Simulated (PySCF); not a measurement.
Simulated outer-valence photoelectron spectrum of `CO[SiH2][SeH]`. Method: EOM-IP-CCSD/aug-cc-pVDZ in PySCF, restricted Hartree–Fock reference, frozen core, non-relativistic, gas phase, PBE0-D3(BJ)/def2-SVP geometry.

Each root has a Gaussian of 0.8 eV full width with its one-hole share as area; cross sections and vibrations are left out, and the highest printed point is 100.

| ionisation energy (eV) | intensity |
| --- | --- |
| 8.2 | 0 |
| 8.4 | 2 |
| 8.6 | 7 |
| 8.8 | 19 |
| 9.0 | 38 |
| 9.2 | 52 |
| 9.4 | 52 |
| 9.6 | 38 |
| 9.8 | 25 |
| 10.0 | 27 |
| 10.2 | 42 |
| 10.4 | 60 |
| 10.6 | 71 |
| 10.8 | 75 |
| 11.0 | 75 |
| 11.2 | 73 |
| 11.4 | 70 |
| 11.6 | 67 |
| 11.8 | 60 |
| 12.0 | 49 |
| 12.2 | 45 |
| 12.4 | 51 |
| 12.6 | 56 |
| 12.8 | 49 |
| 13.0 | 36 |
| 13.2 | 34 |
| 13.4 | 44 |
| 13.6 | 53 |
| 13.8 | 48 |
| 14.0 | 31 |
| 14.2 | 14 |
| 14.4 | 5 |
| 14.6 | 4 |
| 14.8 | 12 |
| 15.0 | 32 |
| 15.2 | 65 |
| 15.4 | 94 |
| 15.6 | 100 |
| 15.8 | 77 |
| 16.0 | 43 |
| 16.2 | 17 |
| 16.4 | 5 |
| 16.6 | 1 |
| 16.8 | 0 |

**Question.** Where are the maxima, and how many lines lie under the curve?

**Answer.** 5 maxima, at 9.3, 10.9, 12.6, 13.6 and 15.5 eV, from 8 lines. At this width some lines have no maximum of their own.

**Question.** List the lines with their holes.

**Answer.** 
| E (eV) | leading hole (HF orbital) | area | Koopmans (eV) |
| --- | --- | --- | --- |
| 9.29 | HOMO | 0.96 | 9.70 |
| 10.48 | HOMO-1 | 0.95 | 11.51 |
| 11.07 | HOMO-2 | 0.95 | 12.19 |
| 11.71 | HOMO-3 | 0.95 | 13.06 |
| 12.61 | HOMO-4 | 0.95 | 13.50 |
| 13.65 | HOMO-5 | 0.94 | 14.41 |
| 15.44 | HOMO-6 | 0.93 | 16.76 |
| 15.63 | HOMO-7 | 0.94 | 17.13 |

The widest gap, 1.79 eV, lies between 13.65 and 15.44 eV. Only orbitals with −ε under 21 eV, eight at most, were ionised, so the high end of the curve may lack lines.

Conformer computed: `[CH3:1][O:2][SiH2:3][SeH:4]`: C1–O2–Si3–Se4 161°, H–Se4–Si3–O2 -64°.

One conformer stands for the species.
